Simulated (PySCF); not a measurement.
Several orderings of computed values.

All species are isolated and taken at one optimised geometry, non-relativistic unless stated. Electronic properties by PySCF.

Dipoles, sizes and rotational constants follow the conformer. The torsions of the flexible species, by atom-mapped SMILES:
- `[CH2:1]=[C:2]1[CH2:3][C:4]([S:5][SiH3:6])[Si@@H:7]1[F:8]`: C3–C4–S5–Si6 -175°
- `[H]/[C:1]=[CH:2]\[CH2:3][C@H:4]([CH3:5])[OH:6]`: C1–C2–C3–C4 88°, C2–C3–C4–C5 63°, H–O6–C4–C3 56°
- `[O:1]=[S@@:2]([CH:3][CH2:4][F:5])[CH2:6][F:7]`: O1–S2–C3–C4 -19°, S2–C3–C4–F5 -124°, O1–S2–C6–F7 -170°
- `[CH2:1]=[C:2]([O-:3])[CH:4]([CH3:5])[CH3:6]`: C1–C2–C4–C5 120°
- `[CH3:1]/[C:2](=[C:3]/[F:4])[C:5]([Cl:6])=[C:7]=[O:8]`: C1–C2–C5–Cl6 -26°
- `[H]/[C:1]=[C:2]1/[CH2:3][C@@H:4]([S:5][SiH3:6])[Si@H:7]1[F:8]`: C3–C4–S5–Si6 67°
- `[CH2:1]=[C:2]1[C@@H:3]([CH:4]=[O:5])[C@@H:6]1[NH:7][C:8]=[O:9]`: C2–C3–C4–O5 -147°, C3–C6–N7–C8 137°, C6–N7–C8–O9 0°

The conformers of `O[C@@H]1[CH]CCC1` [doublet state] and `O[C@H]1C[CH]CC1` [doublet state] aren't listed.

**Question.** Rank by smallest rotational constant, highest first (GFN2-xTB).
A. `C=C1C[C](S[SiH3])[Si@@H]1F` [radical]
B. `C#C/C=C\[C]=[CH+]` [radical]
C. `C(C)(C([O-])=C)C`
D. `[H]/[C]=C\C[C@H](C)O` [radical]
E. `O=[S@@]([CH]CF)CF` [radical]
F. `[H]/[C]=C1/C[C@@H](S[SiH3])[Si@H]1F` [radical]
G. `[C](=C(\C)C(Cl)=C=O)/F` [radical]

**Answer.** C (2.633 GHz), D (2.322 GHz), B (1.898 GHz), E (0.982 GHz), G (0.919 GHz), F (0.770 GHz), A (0.597 GHz).

**Question.** Give the two extremes of that set in cm⁻¹.

**Answer.** `C=C1C[C](S[SiH3])[Si@@H]1F` [doublet state]: 0.0199 cm⁻¹; `C=C([O-])C(C)C`: 0.0878 cm⁻¹.

**Question.** Rank by isotropic g value, highest first (unrestricted B3LYP/pcH-1, mean-field spin–orbit at GFN2-xTB geometries).
A. `O[C@H]1C[CH]CC1` [radical]
B. `O[C@@H]1[CH]CCC1` [radical]
C. `C#C/C=C\[C]=[CH+]` [radical]
D. `C/C(=[C]/F)C(Cl)=C=O` [radical]
E. `C=C1[C@@H](C=O)[C@@H]1N[C]=O` [radical]
F. `[H]/[C]=C\C[C@H](C)O` [radical]

**Answer.** C (2.00356), D (2.00282), A (2.00270), B (2.00250), F (2.00216), E (2.00169).

**Question.** Give the two extremes of that set as shifts from the free-electron value 2.002319.

**Answer.** `C=C1[C@@H](C=O)[C@@H]1N[C]=O` [doublet state]: -620 ppm; `C#C/C=C\[C]=[CH+]` [charge +1 and doublet state]: +1240 ppm.
